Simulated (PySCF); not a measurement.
# Ti₂F⁺, singlet: molecular constants

Level of theory: PySCF, PBE0, basis F def2-TZVP, Ti def2-TZVP (no relativity, density fitting).

The structure is a minimum.

```xyz
3
charge 1 multiplicity 1, angstrom
F     0.0000    0.0000   -1.3654
Ti    1.0299    0.0000    0.2702
Ti   -1.0299    0.0000    0.2702
```

```
Point group                                                                   : C2v
Bond lengths                                                                  : F–Ti 1.933 Å (×2), Ti–Ti 2.060 Å
Bond angles                                                                   : F–Ti–Ti 57.8° (×2), Ti–F–Ti 64.4°
Enthalpy at 298.15 K above 0 K                                                : 11.96 kJ/mol
Zero-point energy                                                             : 8.5 kJ/mol
Rotational symmetry number                                                    : 2
Dipole moment about the centre of mass                                        : 2.47 D
Rotational constants                                                          : 0.3974, 0.1657, 0.117 cm⁻¹
Principal polarisabilities                                                    : 52.0, 54.2, 103.5 bohr³
Heat capacity Cp at 298.15 K                                                  : 49.6 J/(mol K)
Highest occupied level                                                        : -10.29 eV
Entropy at 298.15 K and 1 bar                                                 : 276.3 J/(mol K)
Lowest empty level                                                            : -7.82 eV
Principal quadrupole moments (Buckingham, traceless) about the centre of mass : -10.37, -5.35, 15.72 D Å
```

Harmonic modes (masses in u: F 18.998, Ti 47.948):
```
symmetry  ω (cm⁻¹)  IR (km/mol)  μ (u)
      b2       336          3.5  25.27
      a1       454         24.5  38.45
      a1       637         63.4  23.68
```

In C2v the vibrations span b2 + 2a1. Here b1 is antisymmetric to the molecular plane and b2 lies in it.

Charges (e):
```
 atom  Mulliken  Löwdin  polar tensor  Mayer order to F1
   F1     -0.47   -0.13         -0.44                  –
Ti2,3      0.74    0.56          0.72               0.48
```
Other Mayer orders above 0.3: Ti–Ti 3.00.

Mulliken populations on F1: s 3.98, p 5.49, d 0.01, f 0.00.

Outer orbital energies (eV). occupied: -17.95, -17.81, -17.46, -10.98, -10.63, -10.29; empty: -7.82, -7.11, -6.53, -6.50.

Only a few start shapes were tried, so a lower isomer may exist. At this level a septet minimum of D∞h symmetry lies 123 kJ/mol below this structure. At the minimum of this search the closed-shell solution is unstable towards spin polarisation, so a lower open-shell solution exists.

The final relaxation and frequency run took of the order of 80 core-seconds on a shared host.
